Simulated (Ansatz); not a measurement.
Calculated with Ansatz (gas phase, PBE0-D4/def2-TZVP geometries, no zero-point term in ΔE). CCSD(T)/CBS is the MP2 limit (def2-TZVPP, def2-QZVPP) plus CCSD(T) − MP2 in def2-TZVPP, frozen cores. This one scheme is used for every species. DFT in def2-TZVPP. B3LYP here is the variant with VWN-RPA as its local correlation; programs differ in this. Open shells (•) are unrestricted, without spin–orbit coupling. For Ge outer-core shells are correlated without core-valence functions, which leaves a few kJ/mol of doubt a bond. Scalar relativity is left out up to krypton. One conformer a species, not always the lowest.

Reaction (homolysis of the C–Ge bond): `[CH3][Ge]([NH2])([F])[Cl]` → `[CH3]`• + `[NH2][Ge]([F])[Cl]`•

`[CH3][Ge]([NH2])([F])[Cl]`:

Z-matrix (Å, degrees):
```
C
Ge 1 1.923
H 1 1.089 2 109.3
H 1 1.090 2 109.9 3 -119.6
H 1 1.090 2 109.2 3 120.2
N 2 1.811 1 114.6 3 -176.4
F 2 1.731 1 110.4 3 -59.5
Cl 2 2.159 1 109.6 3 54.5
H 6 1.011 2 115.0 1 -65.0
H 6 1.011 2 113.7 1 168.2
```

`[CH3]`•:

Z-matrix (Å, degrees):
```
C
H 1 1.080
H 1 1.080 2 120.0
H 1 1.080 2 120.0 3 180.0
```

`[NH2][Ge]([F])[Cl]`•:

Z-matrix (Å, degrees):
```
N
Ge 1 1.833
H 1 1.013 2 114.0
H 1 1.012 2 114.9 3 -128.0
F 2 1.741 1 103.1 3 -53.3
Cl 2 2.161 1 107.3 3 -167.1
```

```csv
level,ΔE (kJ/mol),difference from CCSD(T)/CBS
BLYP-D4,313.3,-57.4
B97M-V,345.6,-25.1
B3LYP-D4,329.7,-41.0
HF/def2-SVP,272.3,-98.4
HF/def2-TZVPP,261.7,-109.0
CCSD/def2-TZVPP,356.5,-14.2
CCSD(T)/def2-TZVPP,363.2,-7.5
MP2/def2-QZVPP,382.4,11.7
MP2/CBS(def2),386.2,15.5
CCSD/CBS(def2),364.0,-6.7
CCSD(T)/CBS,370.7,0
```

Largest T1 diagnostic among the species: 0.014.

At CCSD(T), def2-SVP lies −16.8 kJ/mol from the extrapolated value and def2-TZVPP −7.5 kJ/mol: correlation converges slowly with the basis, and small sets miss more of it in the bonded molecule than in its fragments. In def2-TZVPP, CCSD(T) changes the Hartree–Fock value by +101.4 kJ/mol (the triples alone add +6.6 kJ/mol) and MP2 by +117.0 kJ/mol; breaking electron pairs costs correlation energy, which Hartree–Fock lacks.
